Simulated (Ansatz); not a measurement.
```yaml
crystal:
  periodic: [false, false, false]
  atoms:
    - {symbol: Bi, position_ang: [0.172047, -0.177613, 1.237839]}
    - {symbol: C, position_ang: [1.906455, -0.077616, -0.117622]}
    - {symbol: C, position_ang: [-0.906209, 1.795949, 0.123779]}
    - {symbol: C, position_ang: [-1.172878, -1.617685, 0.008286]}
    - {symbol: H, position_ang: [2.079839, 0.972778, -0.002228]}
    - {symbol: H, position_ang: [1.642042, -0.097977, -1.301120]}
    - {symbol: H, position_ang: [2.657385, -0.844998, 0.209127]}
    - {symbol: H, position_ang: [-0.864327, 1.584788, -0.985409]}
    - {symbol: H, position_ang: [-0.204755, 2.752976, 0.179699]}
    - {symbol: H, position_ang: [-2.251511, 1.964113, -0.020833]}
    - {symbol: H, position_ang: [-1.976351, -1.730802, 0.298768]}
    - {symbol: H, position_ang: [-0.575778, -2.527995, 0.137545]}
    - {symbol: H, position_ang: [-0.697026, -1.507774, -1.113889]}
basis:
  gaussian: {orbitals: def2-mTZVP, fitting: {mean_field: def2-universal-jkfit}}
hamiltonian: {xc: {name: wB97X}, pseudopotentials: {relativity: none}}
scf: {lower_state_search: off}
output: {forces: true}
```

```sh
$ ansatz run in.yaml --threads 2 --pin off --events-out ev --progress --plain --max-ram 4352MiB
```

Output, abridged:

```
Functional definition: wB97X
  name "wB97X"
  cite "Chai & Head-Gordon, J. Chem. Phys. 128, 084106 (2008) doi:10.1063/1.2834918"
  cite "Becke, J. Chem. Phys. 107, 8554 (1997) doi:10.1063/1.475007"
  parameter omega = 0.3/bohr
  parameter cx = 0.157706
  parameter cx1 = 0.726479
  parameter cx2 = 1.04760
  parameter cx3 = -5.70635
  parameter cx4 = 13.2794
  parameter css1 = -4.33879
  parameter css2 = 18.2308
  parameter css3 = -31.7430
  parameter css4 = 17.2901
  parameter cos1 = 2.37031
  parameter cos2 = -11.3995
  parameter cos3 = 6.58405
  parameter cos4 = -3.78132
  # The coefficients of nought are those of the uniform gas.
  exchange = spin_sum(e_x_unif_sr(omega)*poly(b97_u_x, 1 - cx, cx1, cx2, cx3, cx4)) + cx*exact_x_sr(omega)
      + exact_x_lr(omega)
  correlation = spin_sum(e_c_pw_same_spin*poly(b97_u_same, 1, css1, css2, css3, css4))
      + integral(e_c_pw_opposite_spin*poly(b97_u_opposite, 1, cos1, cos2, cos3, cos4))
these checks for a lower state are left out or cut short: stability, starts, cluster_reference, orbital_swaps, neighbouring_geometries, increment
638 factors; integrals over basis functions are off by at most 6.7e-1 eV
638 factors; integrals over basis functions are off by at most 3.8e-7 eV
mean field evaluation 1: about -9086.0494 eV, gradient 5.9e1 eV
mean field evaluation 2: about -9087.2506 eV, gradient 5.4e1 eV
mean field evaluation 4: about -9094.6579 eV, gradient 2.1e0 eV
mean field evaluation 8: about -9094.6793 eV, gradient 8.1e-2 eV
mean field evaluation 16: about -9094.6793 eV, gradient 2.7e-5 eV
mean field -9094.67928878 eV, -334.2232992676 hartree, gradient 1.1e-6 eV, S^2 0.000000; 0 other end points of the search recorded, 0 dependent functions left out
the calculation of the forces begins
reference -9094.67925005 eV, -334.2232978444 hartree; 25, 25 occupied and 95, 95 virtual orbitals, 638 factors
Total energy: -9094.67925005 eV, -334.2232978444 hartree
Atom 0 at     0.172047    -0.177613     1.237839 Å, force    -2.704981     1.115948    -0.616974 eV/Å
Atom 1 at     1.906455    -0.077616    -0.117622 Å, force    -0.922409    -0.852744    -3.158429 eV/Å
Atom 2 at    -0.906209     1.795949     0.123779 Å, force    -1.649224     0.659999    -2.272928 eV/Å
Atom 3 at    -1.172878    -1.617685     0.008286 Å, force    18.790690     1.589326    -7.023185 eV/Å
Atom 4 at     2.079839     0.972778    -0.002228 Å, force     1.345217     0.476122     0.411568 eV/Å
Atom 5 at     1.642042    -0.097977    -1.301120 Å, force     0.610079    -0.619915     2.869922 eV/Å
Atom 6 at     2.657385    -0.844998     0.209127 Å, force    -0.324885     1.275240    -0.588940 eV/Å
Atom 7 at    -0.864327     1.584788    -0.985409 Å, force     0.743755    -0.407854     0.912413 eV/Å
Atom 8 at    -0.204755     2.752976     0.179699 Å, force    -2.104718    -1.627710     0.477067 eV/Å
Atom 9 at    -2.251511     1.964113    -0.020833 Å, force     4.245316    -0.113275     1.707300 eV/Å
Atom 10 at    -1.976351    -1.730802     0.298768 Å, force   -14.852909    -1.583929     4.153278 eV/Å
Atom 11 at    -0.575778    -2.527995     0.137545 Å, force    -0.475799    -0.448231     0.813385 eV/Å
Atom 12 at    -0.697026    -1.507774    -1.113889 Å, force    -2.700132     0.537023     2.315523 eV/Å
Dipole moment:     0.242779    -0.254216     0.078147 e Å
Checks for a lower state left out: stability, starts, cluster_reference, orbital_swaps, neighbouring_geometries, increment
```

It took 4.7 s on 2 threads of Arm Neoverse V1 on a shared host.

In the def2 sets Bi takes a core potential; there is no spin–orbit coupling.
